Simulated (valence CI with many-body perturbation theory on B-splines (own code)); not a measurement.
E1 line list for Re69+

Computed by valence CI with perturbative core correlation (CI+MBPT): four valence electrons over a frozen Dirac-Fock core [He], radial functions for each j: 11 s, 11 p, 9 d, 7 f, 5 g, 2 h, 1 i, with the one-electron correlation potential Σ1, the two-electron term Σ2, the three-electron term Σ3, Breit, model QED; selected CI, second order for the rest (own B-spline code, finite nucleus).

The last digits are not significant, and no measured levels were compared; by estimate large intervals hold to a few tenths of a per cent, small ones and those within an open d or f shell to about a per cent. Among the levels kept, up to 280 cm⁻¹ of a level comes from second order outside the variational space, and about a tenth of that is noise between levels of different J, which matters for small intervals.

Lines 1 to 50 of 249 in falling wavelength, among levels below 107670 × 10³ cm⁻¹, chosen from the strongest by gf and those to the six lowest levels. Wavelengths and rates use the calculated energies. Electric multipoles are in the length gauge, E1 and E2 with the static RPA response of the core. Weak lines are less certain than strong ones. Lines between different terms over intervals too small for the method are left out, as are lines whose strength nearly cancels. The highest levels of a list are the least certain.

Levels are named by their leading jj configuration (3d3/2^4 stands for four electrons in 3d with j = 3/2), which in mixed levels can hold well under half, so a name can repeat and another be missing. Letters in brackets count levels of one name in rising energy.

| λ vac (Å) | Upper | Lower | A (s⁻¹) | log gf | Branch % |
| --- | --- | --- | --- | --- | --- |
| 64.61 | (2s 2p1/2 2p3/2 3d5/2) J=5 | (2s 2p1/2 2p3/2 3p3/2) J=4 | 6.27e+10 | -0.37 | 36.6 |
| 64.27 | (2s 2p1/2^2 3d5/2) J=3 | (2s 2p1/2^2 3p3/2) J=2 | 6.36e+10 | -0.56 | 0.0 |
| 63.88 | (2s 2p1/2 2p3/2 3d5/2) J=4 [a] | (2s 2p1/2 2p3/2 3p3/2) J=3 [a] | 5.89e+10 | -0.49 | 0.1 |
| 63.51 | (2s^2 2p3/2 3d5/2) J=3 | (2s^2 2p3/2 3p3/2) J=2 | 4.37e+10 | -0.73 | 0.0 |
| 63.42 | (2s 2p1/2 2p3/2 3d5/2) J=4 [b] | (2s 2p1/2 2p3/2 3p3/2) J=3 [b] | 5.18e+10 | -0.55 | 0.0 |
| 63.34 | (2s^2 2p3/2 3d5/2) J=4 | (2s^2 2p3/2 3p3/2) J=3 | 4.92e+10 | -0.57 | 11.9 |
| 62.93 | (2s 2p1/2 2p3/2 3d5/2) J=3 [a] | (2s 2p1/2 2p3/2 3p3/2) J=2 [a] | 5.02e+10 | -0.68 | 0.0 |
| 61.50 | (2s^2 2p1/2 3d5/2) J=3 | (2s^2 2p1/2 3p3/2) J=2 | 6.68e+10 | -0.58 | 0.0 |
| 60.29 | (2s 2p1/2^2 3d5/2) J=2 | (2s 2p1/2^2 3p3/2) J=1 | 6.81e+10 | -0.73 | 0.0 |
| 52.43 | (2s 2p1/2 2p3/2^2) J=2 [a] | (2s^2 2p3/2^2) J=2 | 2.54e+09 | -2.28 | 0.1 |
| 44.08 | (2s 2p1/2 2p3/2^2) J=3 | (2s^2 2p3/2^2) J=2 | 1.62e+10 | -1.48 | 0.5 |
| 42.65 | (2s 2p1/2^2 2p3/2) J=2 | (2s^2 2p1/2 2p3/2) J=2 | 1.47e+10 | -1.70 | 42.8 |
| 40.13 | (2s 2p1/2^2 2p3/2) J=2 | (2s^2 2p1/2 2p3/2) J=1 | 1.97e+10 | -1.62 | 57.1 |
| 33.59 | (2s 2p1/2 2p3/2^2) J=1 [a] | (2s^2 2p3/2^2) J=2 | 3.15e+10 | -1.80 | 0.1 |
| 32.80 | (2s 2p1/2 2p3/2^2) J=2 [b] | (2s^2 2p3/2^2) J=2 | 2.65e+10 | -1.67 | 0.1 |
| 32.59 | (2s 2p1/2^2 2p3/2) J=1 | (2s^2 2p1/2 2p3/2) J=2 | 5.72e+10 | -1.56 | 0.4 |
| 31.10 | (2s 2p1/2^2 2p3/2) J=1 | (2s^2 2p1/2 2p3/2) J=1 | 1.28e+10 | -2.26 | 0.1 |
| 24.65 | (2s 2p1/2 2p3/2 3d3/2) J=3 [b] | (2s 2p1/2 2p3/2 3p1/2) J=2 [b] | 4.24e+11 | -0.57 | 0.0 |
| 24.36 | (2s 2p1/2 2p3/2 3d3/2) J=2 [d] | (2s 2p1/2 2p3/2 3p1/2) J=1 [c] | 4.64e+11 | -0.68 | 0.0 |
| 24.28 | (2s^2 2p1/2 3d3/2) J=1 | (2s^2 2p1/2 3p1/2) J=0 | 5.95e+11 | -0.80 | 0.0 |
| 24.25 | (2s 2p1/2 2p3/2 3d3/2) J=2 [b] | (2s 2p1/2 2p3/2 3p1/2) J=2 [b] | 6.49e+11 | -0.54 | 0.0 |
| 23.80 | (2s 2p1/2 2p3/2 3d3/2) J=1 [b] | (2s 2p1/2 2p3/2 3p1/2) J=2 [b] | 9.10e+11 | -0.63 | 0.0 |
| 23.72 | (2s 2p1/2 2p3/2 3d3/2) J=2 [a] | (2s 2p1/2 2p3/2 3p1/2) J=2 [a] | 4.80e+11 | -0.69 | 0.1 |
| 23.71 | (2s^2 2p3/2 3d3/2) J=2 | (2s^2 2p3/2 3p1/2) J=2 | 4.67e+11 | -0.71 | 0.0 |
| 23.63 | (2s^2 2p3/2 3d3/2) J=2 | (2s^2 2p3/2 3p1/2) J=1 | 4.88e+11 | -0.69 | 0.0 |
| 23.59 | (2s 2p1/2 2p3/2 3p3/2) J=1 [a] | (2s 2p1/2 2p3/2 3s) J=1 [a] | 1.15e+12 | -0.54 | 0.3 |
| 23.55 | (2s 2p1/2^2 3d3/2) J=1 | (2s 2p1/2^2 3p1/2) J=0 | 6.67e+11 | -0.78 | 0.3 |
| 23.54 | (2s 2p1/2^2 3p3/2) J=1 | (2s 2p1/2^2 3s) J=0 | 9.78e+11 | -0.61 | 0.2 |
| 23.51 | (2s 2p1/2 2p3/2 3d3/2) J=2 [c] | (2s 2p1/2 2p3/2 3p1/2) J=1 [b] | 6.22e+11 | -0.59 | 0.3 |
| 23.33 | (2s^2 2p3/2 3d3/2) J=3 | (2s^2 2p3/2 3p1/2) J=2 | 1.00e+12 | -0.24 | 0.1 |
| 23.32 | (2s 2p1/2 2p3/2 3d3/2) J=3 [c] | (2s 2p1/2 2p3/2 3p1/2) J=2 [c] | 9.96e+11 | -0.25 | 0.8 |
| 23.26 | (2s 2p1/2 2p3/2 3d3/2) J=3 [a] | (2s 2p1/2 2p3/2 3p1/2) J=2 [a] | 9.08e+11 | -0.29 | 0.2 |
| 23.25 | (2s 2p1/2^2 3d3/2) J=2 | (2s 2p1/2^2 3p1/2) J=1 | 9.82e+11 | -0.40 | 0.3 |
| 23.25 | (2s^2 2p3/2 3p3/2) J=1 | (2s^2 2p3/2 3s) J=1 | 1.24e+12 | -0.52 | 8.5 |
| 23.25 | (2s 2p1/2 2p3/2 3p3/2) J=2 [b] | (2s 2p1/2 2p3/2 3s) J=2 [b] | 1.02e+12 | -0.39 | 0.3 |
| 23.23 | (2s 2p1/2 2p3/2 3d3/2) J=2 [a] | (2s 2p1/2 2p3/2 3p1/2) J=1 [a] | 5.04e+11 | -0.69 | 0.1 |
| 23.23 | (2s^2 2p1/2 3d3/2) J=2 | (2s^2 2p1/2 3p1/2) J=1 | 1.00e+12 | -0.39 | 0.4 |
| 23.19 | (2s 2p1/2 2p3/2 3d3/2) J=4 | (2s 2p1/2 2p3/2 3p1/2) J=3 | 9.79e+11 | -0.15 | 3.2 |
| 23.12 | (2s 2p1/2 2p3/2 3p3/2) J=3 [c] | (2s 2p1/2 2p3/2 3s) J=2 [c] | 1.33e+12 | -0.13 | 0.5 |
| 23.10 | (2s 2p1/2 2p3/2 3p3/2) J=2 [c] | (2s 2p1/2 2p3/2 3s) J=1 [c] | 1.33e+12 | -0.28 | 0.4 |
| 23.10 | (2s 2p1/2 2p3/2 3d3/2) J=1 [a] | (2s 2p1/2 2p3/2 3p1/2) J=1 [a] | 8.70e+11 | -0.68 | 0.2 |
| 23.07 | (2s^2 2p3/2 3d3/2) J=1 | (2s^2 2p3/2 3p1/2) J=1 | 8.46e+11 | -0.69 | 0.0 |
| 22.88 | (2s^2 2p3/2 3p3/2) J=3 | (2s^2 2p3/2 3s) J=2 | 1.61e+12 | -0.05 | 14.2 |
| 22.85 | (2s 2p1/2 2p3/2 3p3/2) J=2 [a] | (2s 2p1/2 2p3/2 3s) J=1 [a] | 6.98e+11 | -0.56 | 0.2 |
| 22.83 | (2s 2p1/2 2p3/2 3p3/2) J=3 [a] | (2s 2p1/2 2p3/2 3s) J=2 [a] | 1.57e+12 | -0.07 | 2.0 |
| 22.82 | (2s 2p1/2 2p3/2 3d3/2) J=3 [b] | (2s 2p1/2 2p3/2 3p1/2) J=3 | 5.27e+11 | -0.54 | 0.0 |
| 22.71 | (2s 2p1/2 2p3/2 3p3/2) J=3 [b] | (2s 2p1/2 2p3/2 3s) J=2 [b] | 6.00e+11 | -0.49 | 0.2 |
| 22.70 | (2s 2p1/2 2p3/2 3p3/2) J=4 | (2s 2p1/2 2p3/2 3s) J=3 | 1.46e+12 | 0.01 | 33.3 |
| 22.58 | (2s 2p1/2 2p3/2 3p3/2) J=1 [b] | (2s 2p1/2 2p3/2 3s) J=2 [b] | 1.43e+12 | -0.48 | 0.2 |
| 22.40 | (2s 2p1/2 2p3/2 3p3/2) J=2 [d] | (2s 2p1/2 2p3/2 3s) J=2 [c] | 6.87e+11 | -0.59 | 0.3 |
